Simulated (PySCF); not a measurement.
## Arsenic: a sound run and one with changed settings

Sound run: As²⁺ [Ar] 3d10 4s2 4p1, As³⁺ [Ar] 3d10 4s2. All numbers are calculated (PySCF 2.14, the spin-free X2C one-electron Hamiltonian (Gaussian nucleus), in x2c-SVPall (5s4p3d, 32 functions)). In the sound run the correlated levels freeze [Ar] 3d10. The sound run starts from symmetry-adapted Hartree-Fock orbitals and uses a fine grid where one is needed.

A second run was set up differently.

```json
{"species": "As²⁺", "method": "MP2", "sound run (hartree)": "-2257.64876", "changed run (hartree)": "-2257.80678", "converged": "yes"}
{"species": "As³⁺", "method": "MP2", "sound run (hartree)": "-2256.63307", "changed run (hartree)": "-2256.78869", "converged": "yes"}
```

Ionisation energy of As²⁺:

```
 method  sound run (eV)  changed run (eV)
    UHF          27.475            27.475
    MP2          27.638            27.703
SCS-MP2          27.621            27.661
```

(1) What was changed?
A. all electrons correlated in a valence basis
B. basis contracted for another Hamiltonian
C. a valence shell is frozen
D. minimal basis

Results:

(1) A. A valence basis has no tight correlating functions, so it recovers only part of the core correlation, and not evenly between atom and ion.
